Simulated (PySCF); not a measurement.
Species: CH₅GaS.
Z-matrix (Å and degrees, PBE0-D3(BJ)/def2-SVP geometry), rows numbered from 1:
```
C 
S   1  1.8254
Ga  2  2.1897  1  103.51
H   1  1.0985  2  111.84  3    -1.90
H   1  1.0986  2  108.84  3  -122.43
H   1  1.0986  2  109.00  3   118.81
H   3  1.5610  2  115.94  1  -179.47
H   3  1.5666  2  116.78  1     0.49
```

Method: PBE0-D3(BJ)/def2-SVP geometry optimisation, gas phase (PySCF 2.14.0).

Masses are those of the commonest isotopes; rigid-rotor values at the optimised geometry. The values belong to one conformer with, in the numbering `[CH3:1][S:2][GaH2:3]`, C1–S2–Ga3–H -179° and 0°.

(1) What are A, B and C (GHz)?

(2) Classify the top.

(3) What does the inertial defect say?

(4) Give the other two planar moments, Paa and Pbb, and the rms extents of the mass along the axes.

(5) Where do the levels up to J = 3 lie, in K?

(6) Which lines would a microwave search look for?

(7) Estimate the classical rotational partition function at 25 K, 50 K and 200 K.

Results:

(1) Ia = 33.38, Ib = 179.88, Ic = 210.03 u·Å²; 505379 MHz·u·Å²/I gives 15140, 2810 and 2406 MHz, that is A = 15.140, B = 2.8096, C = 2.4062 GHz.

(2) A near-prolate asymmetric top; Ray's κ = -0.937.

(3) Not planar: Δ = Ic − Ia − Ib = -3.22 u·Å². For a rigid frame Δ = −2 Σ m c², so Σ m c² = 1.61 u·Å² lies off the ab plane, practically all of it from hydrogen. The atom farthest from that plane is 0.91 Å away.

(4) Paa = Σ m a² = (Ib + Ic − Ia)/2 = 178.26 and Pbb = Σ m b² = (Ia + Ic − Ib)/2 = 31.77 u·Å². With the mass M = 117.94 u, the rms extents √(P/M) along a, b and c are 1.23, 0.52, 0.12 Å.

(5) Above 0(0,0), as E/k:
J = 1: 1(0,1) 0.250, 1(1,1) 0.842, 1(1,0) 0.861
J = 2: 2(0,2) 0.750, 2(1,2) 1.323, 2(1,1) 1.381, 2(2,1) 3.157, 2(2,0) 3.157
J = 3: 3(0,3) 1.500, 3(1,3) 2.045, 3(1,2) 2.161, 3(2,2) 3.908, 3(2,1) 3.910, 3(3,1) 6.915, 3(3,0) 6.915

(6) The dipole components are |μa| = 0.22 D, |μb| = 1.46 D, |μc| = 0.00 D; the mirror of this Cs structure is the ab plane, so μc vanishes by symmetry and there are no c-type lines. Intensities carry the squares of the components, which stand as 0.02 : 1.00 (a : b). Some lines, for components of 0.1 D or more:

| type | branch | J(Ka,Kc) | MHz | lower level (cm⁻¹) |
| --- | --- | --- | --- | --- |
| a | Q | 1(1,0) ← 1(1,1) | 403 | 0.585 |
| a | Q | 2(1,1) ← 2(1,2) | 1210 | 0.920 |
| a | R | 1(0,1) ← 0(0,0) | 5216 | 0.000 |
| a | R | 2(1,2) ← 1(1,1) | 10028 | 0.585 |
| a | R | 2(0,2) ← 1(0,1) | 10422 | 0.174 |
| a | R | 2(1,1) ← 1(1,0) | 10835 | 0.599 |
| b | Q | 1(1,0) ← 1(0,1) | 12734 | 0.174 |
| b | Q | 2(1,1) ← 2(0,2) | 13147 | 0.522 |
| b | R | 1(1,1) ← 0(0,0) | 17546 | 0.000 |
| b | R | 2(1,2) ← 1(0,1) | 22359 | 0.174 |
| b | Q | 2(2,0) ← 2(1,1) | 37001 | 0.960 |
| b | Q | 2(2,1) ← 2(1,2) | 38202 | 0.920 |
| b | R | 2(2,1) ← 1(1,0) | 47826 | 0.599 |
| b | R | 2(2,0) ← 1(1,1) | 48239 | 0.585 |

(7) Point group Cs, symmetry number σ = 1; q = (√π/σ)·√((kT/h)³/(ABC)), k/h = 20836.6 MHz/K: 2080 at 25 K, 5890 at 50 K, 47100 at 200 K.

Whether it is a minimum is left open (no frequencies). Constants of a rigid frame at the computed geometry: no zero-point averaging, no centrifugal distortion. A rigid rotor knows nothing of internal rotation, which can split or shift real lines. Quadrupole hyperfine structure (69Ga) is left out.
